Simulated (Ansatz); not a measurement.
Geometry optimisation, Ansatz 0.2.0, RKS BHLYP-D4/def2-SVP.

Input:

```yaml
crystal:
  periodic: [false, false, false]
  atoms:
    - { symbol: B, position_ang: [-1.18294, 1.51428, -1.10819] }
    - { symbol: Si, position_ang: [0.07063, 0.05031, -1.30872] }
    - { symbol: B, position_ang: [1.778, 0.86727, -1.97983] }
    - { symbol: O, position_ang: [1.90123, 1.05646, -3.31073] }
    - { symbol: Zn, position_ang: [3.60936, 1.70346, -1.75473] }
    - { symbol: H, position_ang: [-0.83552, 2.57862, -0.75535] }
    - { symbol: H, position_ang: [-2.33856, 1.35028, -1.2136] }
    - { symbol: H, position_ang: [0.30547, -0.79878, -0.12557] }
    - { symbol: H, position_ang: [-0.31251, -0.94624, -2.34719] }
    - { symbol: H, position_ang: [1.20605, 0.77454, -3.91903] }
    - { symbol: H, position_ang: [4.80391, 2.35162, -2.55215] }
basis:
  gaussian: { orbitals: def2-SVP }
hamiltonian:
  xc: { name: BHLYP }
  dispersion: d4
relax:
  f_tol: 0.015
  max_steps: 40
```

Command:

```bash
$ ansatz run input.yaml --threads 2 --pin off --max-ram 3072MiB --backend cpu --events-out ev --progress --plain --runs-dir out
```

Q: Where does it end, and by what steps?

A: It converged. After 16 steps the energy has fallen by 0.807 eV; H11 moved furthest, 1.41 Å.

```json
{"step": "0", "energy less start (eV)": "0.0000", "largest force component (eV/Å)": "1.277", "accepted": "yes"}
{"step": "1", "energy less start (eV)": "-0.2129", "largest force component (eV/Å)": "1.255", "accepted": "yes"}
{"step": "2", "energy less start (eV)": "-0.4123", "largest force component (eV/Å)": "0.433", "accepted": "yes"}
{"step": "3", "energy less start (eV)": "-0.5374", "largest force component (eV/Å)": "0.603", "accepted": "yes"}
{"step": "4", "energy less start (eV)": "-0.6376", "largest force component (eV/Å)": "0.391", "accepted": "yes"}
{"step": "5", "energy less start (eV)": "-0.6921", "largest force component (eV/Å)": "0.268", "accepted": "yes"}
{"step": "6", "energy less start (eV)": "-0.7405", "largest force component (eV/Å)": "0.274", "accepted": "yes"}
{"step": "7", "energy less start (eV)": "-0.7574", "largest force component (eV/Å)": "0.364", "accepted": "yes"}
{"step": "8", "energy less start (eV)": "-0.7874", "largest force component (eV/Å)": "0.232", "accepted": "yes"}
{"step": "9", "energy less start (eV)": "-0.7888", "largest force component (eV/Å)": "0.289", "accepted": "yes"}
{"step": "10", "energy less start (eV)": "-0.7930", "largest force component (eV/Å)": "0.365", "accepted": "yes"}
{"step": "11", "energy less start (eV)": "-0.8022", "largest force component (eV/Å)": "0.092", "accepted": "yes"}
{"step": "12", "energy less start (eV)": "-0.8064", "largest force component (eV/Å)": "0.054", "accepted": "yes"}
{"step": "13", "energy less start (eV)": "-0.8069", "largest force component (eV/Å)": "0.048", "accepted": "yes"}
{"step": "14", "energy less start (eV)": "-0.8073", "largest force component (eV/Å)": "0.034", "accepted": "yes"}
{"step": "15", "energy less start (eV)": "-0.8072", "largest force component (eV/Å)": "0.072", "accepted": "no"}
{"step": "16", "energy less start (eV)": "-0.8075", "largest force component (eV/Å)": "0.009", "accepted": "yes"}
```

```xyz
11
Properties=species:S:1:pos:R:3
B -0.926 1.623 -0.896
Si 0.187 0.055 -1.466
B 1.684 0.803 -2.661
O 1.662 0.590 -3.994
Zn 3.290 1.920 -1.865
H -0.519 2.388 -0.066
H -1.974 1.884 -1.417
H 0.826 -0.586 -0.283
H -0.620 -0.986 -2.172
H 0.927 0.066 -4.311
H 4.470 2.744 -1.244
```

Run time: 78 s on 2 threads of Arm Neoverse V1, on a shared host, peak memory 0.3 GiB.
